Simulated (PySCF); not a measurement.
C4H14OSi2, SMILES C[Si](C)(C)CO[SiH3] (GFN2-xTB optimised geometry):

```
21

C      1.597    -0.841     0.000
Si    -0.308    -0.841     0.000
C     -0.983    -1.658     1.587
C     -0.997    -1.756    -1.526
C     -0.939     0.982     0.000
O     -0.213     1.851    -0.834
Si    -0.111     1.972    -2.435
H      1.982    -0.330    -0.877
H      1.992    -0.331     0.874
H      1.997    -1.851    -0.001
H     -2.066    -1.591     1.642
H     -0.582    -1.191     2.481
H     -0.719    -2.710     1.622
H     -0.658    -1.301    -2.451
H     -0.681    -2.796    -1.536
H     -2.084    -1.747    -1.537
H     -0.866     1.403     1.008
H     -1.997     1.017    -0.282
H      0.603     0.841    -3.043
H      0.641     3.214    -2.532
H     -1.435     2.038    -3.066
```

Calculation: PySCF 2.14.0 with PBE/def2-SVP.

**Question.** What are the frontier orbital energies and the dipole moment?

**Answer.** HOMO-2 -7.18 eV, HOMO-1 -6.72 eV, HOMO -5.72 eV, LUMO -0.20 eV, LUMO+1 0.77 eV; dipole moment 1.31 D.

Meta-Löwdin charges at PBE/def2-SVP: C1 -0.55, Si2 0.83, C3 -0.55, C4 -0.55, C5 -0.20, O6 -0.57, Si7 0.69, H8 0.12, H9 0.12, H10 0.11, H11 0.11, H12 0.11, H13 0.11, H14 0.12, H15 0.12, H16 0.11, H17 0.11, H18 0.09, H19 -0.13, H20 -0.10, H21 -0.12.
